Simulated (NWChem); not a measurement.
Program: NWChem. System: H4F2Ga2, charge 0, spin multiplicity 1, at a geometry optimised with PBE0/def2-SVP. The structure started from a generated list of species. Level: RHF/def2-TZVP.

NWChem printed:

```
             Northwest Computational Chemistry Package (NWChem) 7.3.0
             --------------------------------------------------------

                                NWChem Input Module
                                -------------------

 Scaling coordinates for geometry "geometry" by  1.889725989
 (inverse scale =  0.529177249)

 Turning off AUTOSYM since
 SYMMETRY directive was detected!

                             Geometry "geometry" -> ""
                             -------------------------

 Output coordinates in angstroms (scale by  1.889725989 to convert to a.u.)

  No.       Tag          Charge          X              Y              Z
 ---- ---------------- ---------- -------------- -------------- --------------
    1 Ga                  31.0000     0.00000000     0.00000000    -1.50280100
    2 Ga                  31.0000     0.00000000     0.00000000     1.50280100
    3 F                    9.0000    -1.23454700     0.00000000     0.00000000
    4 H                    1.0000     0.00000000     1.43636700    -2.09883600
    5 H                    1.0000     0.00000000    -1.43636700    -2.09883600
    6 F                    9.0000     1.23454700     0.00000000     0.00000000
    7 H                    1.0000     0.00000000     1.43636700     2.09883600
    8 H                    1.0000     0.00000000    -1.43636700     2.09883600

 Effective nuclear repulsion energy (a.u.)     563.6314543318

            Nuclear Dipole moment (a.u.)
            ----------------------------
        X                 Y               Z
 ---------------- ---------------- ----------------
     0.0000000000     0.0000000000     0.0000000000

      Symmetry information
      --------------------

 Group name             D2h
 Group number             26
 Group order               8
 No. of unique centers     3

      Symmetry unique atoms

     1    3    4


 Summary of "ao basis" -> "" (spherical)
 ------------------------------------------------------------------------------
       Tag                 Description            Shells   Functions and Types
 ---------------- ------------------------------  ------  ---------------------
 *                         def2-tzvp                  on all atoms

 Summary of "ao basis" -> "ao basis" (spherical)
 ------------------------------------------------------------------------------
       Tag                 Description            Shells   Functions and Types
 ---------------- ------------------------------  ------  ---------------------
[...]
              MO Center= -1.6D-16, -2.2D-14, -3.5D-14, r^2= 6.5D+00
   Bfn.  Coefficient  Atom+Function         Bfn.  Coefficient  Atom+Function
  ----- ------------  ---------------      ----- ------------  ---------------
    17      0.242473  1 Ga py                65     -0.242473  2 Ga py
   129      0.164480  4 H  s                135     -0.164480  5 H  s
   172     -0.164480  7 H  s                178      0.164480  8 H  s

 Vector   42  Occ=2.000000D+00  E=-4.422695D-01  Symmetry=b2u
              MO Center= -1.4D-16, -8.3D-16,  3.3D-14, r^2= 6.4D+00
   Bfn.  Coefficient  Atom+Function         Bfn.  Coefficient  Atom+Function
  ----- ------------  ---------------      ----- ------------  ---------------
    17      0.232671  1 Ga py                65      0.232671  2 Ga py
   129      0.157698  4 H  s                135     -0.157698  5 H  s
   172      0.157698  7 H  s                178     -0.157698  8 H  s

 Vector   43  Occ=0.000000D+00  E= 7.452812D-02  Symmetry=b3u
              MO Center= -4.6D-16,  3.9D-17,  5.1D-16, r^2= 8.3D+00
   Bfn.  Coefficient  Atom+Function         Bfn.  Coefficient  Atom+Function
  ----- ------------  ---------------      ----- ------------  ---------------
    19      0.620056  1 Ga px                67      0.620056  2 Ga px
   101      0.259445  3 F  s                144     -0.259445  6 F  s
    16      0.160779  1 Ga px                64      0.160779  2 Ga px

 Vector   44  Occ=0.000000D+00  E= 1.103187D-01  Symmetry=b2g
              MO Center=  1.8D-16, -8.7D-18,  4.0D-17, r^2= 9.4D+00
   Bfn.  Coefficient  Atom+Function         Bfn.  Coefficient  Atom+Function
  ----- ------------  ---------------      ----- ------------  ---------------
    19      0.895147  1 Ga px                67     -0.895147  2 Ga px
   110     -0.238483  3 F  pz               153      0.238483  6 F  pz

 Vector   45  Occ=0.000000D+00  E= 1.129243D-01  Symmetry=ag
              MO Center= -4.3D-17, -5.6D-17, -1.8D-15, r^2= 9.8D+00
   Bfn.  Coefficient  Atom+Function         Bfn.  Coefficient  Atom+Function
  ----- ------------  ---------------      ----- ------------  ---------------
    21      1.013971  1 Ga pz                69     -1.013971  2 Ga pz
     6     -0.782131  1 Ga s                 54     -0.782131  2 Ga s
   130      0.600258  4 H  s                136      0.600258  5 H  s
   173      0.600258  7 H  s                179      0.600258  8 H  s
   101     -0.503163  3 F  s                144     -0.503163  6 F  s

 center of mass
 --------------
 x =   0.00000000 y =   0.00000000 z =   0.00000000

 moments of inertia (a.u.)
 ------------------
        1204.879256900439           0.000000000000           0.000000000000
           0.000000000000        1381.982566259179           0.000000000000
           0.000000000000           0.000000000000         236.505658956316

  Mulliken analysis of the total density
  --------------------------------------

    Atom       Charge   Shell Charges
 -----------   ------   -------------------------------------------------------
    1 Ga  31    30.24   2.00  2.00  1.16  0.80  0.67  0.33  5.98  4.45  1.55  0.87  0.17  8.90  1.13  0.08  0.08  0.07
    2 Ga  31    30.24   2.00  2.00  1.16  0.80  0.67  0.33  5.98  4.45  1.55  0.87  0.17  8.90  1.13  0.08  0.08  0.07
    3 F    9     9.51   0.77  1.20  0.59  1.01  0.36  2.24  2.31  1.02  0.00  0.00  0.00
    4 H    1     1.12   0.22  0.55  0.34  0.01
    5 H    1     1.12   0.22  0.55  0.34  0.01
    6 F    9     9.51   0.77  1.20  0.59  1.01  0.36  2.24  2.31  1.02  0.00  0.00  0.00
    7 H    1     1.12   0.22  0.55  0.34  0.01
    8 H    1     1.12   0.22  0.55  0.34  0.01

       Multipole analysis of the density wrt the origin
       ------------------------------------------------

     L   x y z        total         open         nuclear
     -   - - -        -----         ----         -------
     0   0 0 0     -0.000000      0.000000     84.000000

     1   1 0 0      0.000000      0.000000      0.000000
     1   0 1 0      0.000000      0.000000      0.000000
     1   0 0 1      0.000000      0.000000      0.000000

     2   2 0 0    -33.967183      0.000000     97.968269
     2   1 1 0      0.000000      0.000000      0.000000
     2   1 0 1     -0.000000      0.000000      0.000000
     2   0 2 0    -36.945949      0.000000     29.470568
     2   0 1 1      0.000000      0.000000      0.000000
     2   0 0 2    -31.670643      0.000000    562.949444

 Task  times  cpu:        4.3s     wall:        4.3s

 Total times  cpu:        4.3s     wall:        4.3s
```

Problem. Write an NWChem input that would produce this output.

Solution. One answer among several that fit: 
```
start mol
memory heap 200 mb stack 900 mb global 1100 mb
geometry units angstroms nocenter noautoz
  Ga     0.000000     0.000000    -1.502801
  Ga     0.000000     0.000000     1.502801
  F     -1.234547     0.000000     0.000000
  H      0.000000     1.436367    -2.098836
  H      0.000000    -1.436367    -2.098836
  F      1.234547     0.000000     0.000000
  H      0.000000     1.436367     2.098836
  H      0.000000    -1.436367     2.098836
  symmetry group D2h
end
basis spherical
  * library def2-tzvp
end
scf
  rhf
  nopen 0
  maxiter 100
  thresh 1e-7
  semidirect memsize 60000000 filesize 0
end
task scf energy
```
